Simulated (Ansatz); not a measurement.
Other settings, tried on Ta(NH)Cl3 (TaNCl3H).

```yaml
crystal:
  periodic: [false, false, false]
  atoms:
    - {symbol: Ta, position_ang: [-0.005511, -0.002710, -0.416608]}
    - {symbol: N, position_ang: [0.016680, 0.008426, 1.327339]}
    - {symbol: H, position_ang: [0.030773, 0.015183, 2.341066]}
    - {symbol: Cl, position_ang: [2.188544, -0.002104, -1.112090]}
    - {symbol: Cl, position_ang: [-1.119583, 1.898302, -1.082005]}
    - {symbol: Cl, position_ang: [-1.110904, -1.917098, -1.057711]}
basis:
  gaussian: {orbitals: def2-SVPD}
hamiltonian: {xc: {name: rPW86-PBE}, dispersion: rvv10}
scf: {omitted_lower_state_checks: [starts]}
output: {forces: true}
```

```sh
$ ansatz run in.yaml --threads 4 --pin off --events-out ev --progress --plain --max-ram 3916MiB
```

Output, abridged:

```
Functional definition: rPW86-PBE+rVV10
1383 factors; their error is unknown
mean field evaluation 1: about -40636.2990 eV, gradient 8.3e1 eV
mean field evaluation 2: about -40494.1658 eV, gradient 2.1e2 eV
mean field evaluation 4: about -40647.1906 eV, gradient 3.5e1 eV
mean field evaluation 8: about -40650.4574 eV, gradient 2.2e-1 eV
mean field evaluation 16: about -40650.4082 eV, gradient 1.2e-3 eV
mean field -40650.40816199 eV, -1493.8749461169 hartree, gradient 2.1e-5 eV, S^2 0.000000; 0 other end points of the search recorded, 0 dependent functions left out
reference -40650.40828791 eV, -1493.8749507442 hartree; 36, 36 occupied and 108, 108 virtual orbitals, 1383 factors
Total energy: -40650.40828791 eV, -1493.8749507442 hartree
Atom 0 at    -0.005511    -0.002710    -0.416608 Å, force    -0.015263    -0.007173    -1.089511 eV/Å
Atom 1 at     0.016680     0.008426     1.327339 Å, force     0.018857     0.009002     1.344475 eV/Å
Atom 2 at     0.030773     0.015183     2.341066 Å, force     0.001844     0.001177     0.218863 eV/Å
Atom 3 at     2.188544    -0.002104    -1.112090 Å, force     0.495821     0.000082    -0.164362 eV/Å
Atom 4 at    -1.119583     1.898302    -1.082005 Å, force    -0.251620     0.428953    -0.157462 eV/Å
Atom 5 at    -1.110904    -1.917098    -1.057711 Å, force    -0.249638    -0.432040    -0.152003 eV/Å
Dipole moment:     0.003514     0.001643     0.241727 e Å
Checks for a lower state left out: starts
```

Hardware: 4 threads of Arm Neoverse V2 on a shared host. Wall time 7 s.

In the def2 sets Ta takes a core potential; there is no spin–orbit coupling.
